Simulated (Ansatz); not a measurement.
Species: SiHCl, charge 0, triplet. This triplet is an excited state, 1.5 eV above the singlet at CCSD(T)/cc-pV(5+d)Z (Ansatz, an electronic-structure program). SiHCl (SMILES [SiH]Cl, triplet).
B3LYP-D3(BJ)/def2-TZVP minimum from Ansatz:
```xyz
3

Si     0.8439    -0.2114     0.6354
H      2.0691    -0.5813    -0.1310
Cl    -0.8167     0.2083    -0.5156
```
Charge 0, spin multiplicity 3.

Total energies in cc-pV(T+d)Z, 12 correlated electrons, 10 frozen orbitals. Radicals and triplets start from unrestricted determinants; spin-orbit coupling is neglected. Cores are frozen in correlated methods. No relativity. The spin of HClSi ([SiH]Cl, triplet) was assumed, and the state is the lowest solution found for it.

```
method    program  energy (Eh)  minus CCSDT(Q) (mEh)
--------  -------  -----------  --------------------
HF         Ansatz   -749.01603                312.61
MP2        Ansatz   -749.28340                 45.24
CCSD       Ansatz   -749.31421                 14.43
CCSD(T)    Ansatz   -749.32684                  1.80
CCSDT(Q)   Ansatz   -749.32864                  0.00
```

Rough core times of Ansatz's runs on a shared machine: CCSD(T) under 20 s, CCSDT(Q) 10 min.
